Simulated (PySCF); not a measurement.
Homolysis of single bonds, series CF3-X. Isolated molecules, 0 K electronic values unless said otherwise. One relaxed conformer stands for each flexible species; it need not be the lowest. Strings in code marks are SMILES.

Level of theory: PySCF with B3LYP-D3(BJ)/def2-TZVP. All candidates: neutral, multiplicity 2. B3LYP has the VWN-RPA correlation part, as in Gaussian. 

The dipole moment is 0.00 D and the highest occupied spin orbital comes out as -8.51 eV.

Problem. Name which member has these values.
(A) `[GeH3]`
(B) `F[CH]F`
(C) `C[C](F)F`
(D) `[Br]`

Solution. D, `[Br]`. The others give `F[CH]F`: 1.37 D, -6.66 eV; `[GeH3]`: 0.11 D, -6.05 eV; `C[C](F)F`: 2.02 D, -6.21 eV
